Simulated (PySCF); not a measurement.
CH₉NSi₂ (calculated)

Computed with PySCF 2.14.0. Calculation on a computer-drawn molecule: the log of a Hartree-Fock and frozen-core CCSD(T) single point meant for a local Hartree-Fock minimum, with one planted fault or none, to be diagnosed. Offsets are logged minus clean, where the clean run is the same molecule without the fault. The reference is restricted for singlets and unrestricted otherwise, and also for a bond in bohr or an excited solution. Adding or removing an electron swaps singlet and doublet. The excited solution moves the top pair (singlet) or top alpha electron (doublet) to the lowest empty orbital. Highest occupied and lowest empty are orbital energies over both spins, largest force is the largest gradient component, triples share is (T) over the correlation energy, the T1 limit is 0.02 restricted and 0.045 unrestricted, electrons count all cores, a negative frequency is imaginary (commonest isotopes), and the dipole is about the centre of nuclear charge.

```xyz
13
formula=CH9NSi2 meant_charge=0 meant_multiplicity=1 meant_basis=cc-pV(D+d)Z logged_electrons=50 logged_basis_functions=119 logged_SCF_converged=yes logged_spin_squared=0 logged_highest_occupied=-2.4408 logged_lowest_empty=-4.1904 logged_largest_force=0.12869 logged_CC_converged=no logged_dipole_magnitude=3.2845 logged_SCF_stable_within_its_kind=no logged_energy_HF=-674.8439 possible_faults=no_fault,one_electron_removed,one_electron_added,multiplicity_raised_by_two,geometry_at_a_saddle_point,SCF_held_on_an_excited_solution,minimal_basis_STO-3G,one_bond_length_entered_in_bohr,all_coordinates_scaled planted_fault=SCF_held_on_an_excited_solution HF_energy_offset_from_clean_run=370
Si    -1.6726     0.3664    -0.0811
C     -2.3036     0.0461     1.6799
N     -1.6974     0.8677     2.7261
Si    -0.0191     0.9586     3.1229
H     -0.2434     0.0018    -0.2258
H     -1.8462     1.7898    -0.4494
H     -2.4688    -0.4828    -1.0006
H     -3.3753     0.2666     1.6399
H     -2.2304    -1.0312     1.8887
H     -2.3024     0.9587     3.5214
H      0.0738     1.7741     4.3544
H      0.7412     1.6046     2.0300
H      0.6186    -0.3611     3.3750
```

Units: logged_highest_occupied, logged_lowest_empty in eV; logged_largest_force in hartree/bohr; logged_dipole_magnitude in debye; logged_energy_HF in hartree; HF_energy_offset_from_clean_run in kcal/mol.

Drawn bonds:
```
atom  other atom  order
   1           2      1
   2           3      1
   3           4      1
   1           5      1
   1           6      1
   1           7      1
   2           8      1
   2           9      1
   3          10      1
   4          11      1
   4          12      1
   4          13      1
```

Notes: CCSD not converged.
